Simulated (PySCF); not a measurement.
# One molecule, several mistakes: C2H7OSi

These are calculations, not measurements. The program is PySCF 2.14.0, an open-source quantum chemistry code, run on an isolated molecule that a program drew, which may never have been made. The molecule is C2H7OSi (charge 0, doublet), drawn as the SMILES string `CO[CH][SiH3]`.

Each row is a Hartree-Fock (HF) and frozen-core CCSD(T) single point in the cc-pV(D+d)Z basis, meant for a local HF minimum. Run 1 is clean. Each other run has one planted mistake out of seven kinds, and not every kind appears here: one electron removed, one electron added, multiplicity raised by two, geometry at a saddle point, minimal basis STO-3G, one bond length entered in bohr, all coordinates scaled. The reference is restricted for singlets and unrestricted otherwise, and also for a bond in bohr. Adding or removing an electron swaps singlet and doublet. Electrons count all cores. HOMO and LUMO are orbital energies over both spins, the gradient is its largest component, and the lowest frequency (negative if imaginary) is given only where the gradient is small. Bond lengths are over the 10 bonds as drawn. T1 is the CCSD diagnostic: over 0.02 (restricted) or 0.045 (unrestricted) a single reference is doubtful.

Geometry of the clean run:
```xyz
11
C2H7OSi, angstrom
C    -1.4861   -1.3781    0.3788
O    -1.8548   -0.0346    0.2279
C    -1.0456    0.7359   -0.5354
Si   -1.5046    2.5207   -0.7535
H    -0.5057   -1.4648    0.8543
H    -1.4635   -1.8894   -0.5872
H    -2.2332   -1.8483    1.0137
H    -0.1766    0.2465   -0.9683
H    -1.5476    3.2333    0.5456
H    -2.8335    2.6657   -1.3943
H    -0.4739    3.1414   -1.6186
```

```
run,electrons,basis functions,<S^2>,HOMO (eV),LUMO (eV),gradient (hartree/bohr),lowest frequency (cm^-1),mean bond (Å),longest bond (Å),T1,HF (hartree),CCSD(T) (hartree),mistake
1,41,100,0.762,-8.69,3.13,1.7e-05,64,1.3418,1.856,0.0167,-443.55512,-444.17623,no fault
2,41,100,1.439,-8.87,2.17,1.1e-02,-,1.4737,2.801,0.0385,-443.45044,-444.06523,one bond length entered in bohr
3,42,100,0.000,0.32,9.32,8.0e-02,-,1.3418,1.856,0.0140,-443.48175,-444.14016,one electron added
4,41,31,0.764,-6.40,8.96,4.6e-02,-,1.3418,1.856,0.0140,-438.27935,-438.50736,minimal basis STO-3G
5,40,100,0.000,-18.04,-5.44,9.4e-02,-,1.3418,1.856,0.0241,-443.29687,-443.92128,?
```

**Which mistake was planted in run 5, and what did it cost?**

It counts 40 electrons, one fewer than the clean run, at the same geometry and basis. So the mistake is: one electron removed. Subtracting run 1 and multiplying by 627.51 kcal/mol a hartree, the energy moved by 162.1 kcal/mol in HF and 160.0 kcal/mol in CCSD(T).

Cautions from the logs. Run 3: the HOMO is above zero, so the electron isn't bound and the energy depends on the basis; run 5: T1 is over the limit, so its CCSD(T) energy is less reliable.
